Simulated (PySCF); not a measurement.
Hf(OH)4 (H4HfO4), SMILES [OH][Hf]([OH])([OH])[OH], multiplicity 1. Geometry: B3LYP-D3(BJ)/def2-SVP. The multiplicity is an assumed one; other spin states were not compared. The isomer is the one that the SMILES or the coordinates give; other isomers of the formula were not compared. The def2 effective core potentials stand for the cores of Hf; spin–orbit coupling is left out. The values are those of a single conformer.

These are B3LYP-D3(BJ)/def2-SVP in PySCF values and carry that method's errors.

Harmonic wavenumbers (cm⁻¹): 162, 162, 162, 163, 163, 163, 176, 176, 248, 248, 272, 272, 272, 682, 682, 682, 715, 4004, 4004, 4004, 4010. Rotational constants (GHz): 2.758, 2.758, 2.758; symmetry number 12.

**Question.** Work out the zero-point energy and the ideal-gas rigid-rotor harmonic-oscillator thermochemistry at 298.15 K and 1 atm.

**Answer.** ZPE = ½ Σ hcν = ½ × 21418 cm⁻¹ = 30.62 kcal/mol. H − E(el) = 37.85 kcal/mol. Entropy in cal/(mol K): translation 42.41, rotation 22.19, vibration 29.41, total 94.01. G − E(el) = 9.82 kcal/mol. Cp = 35.13 cal/(mol K).
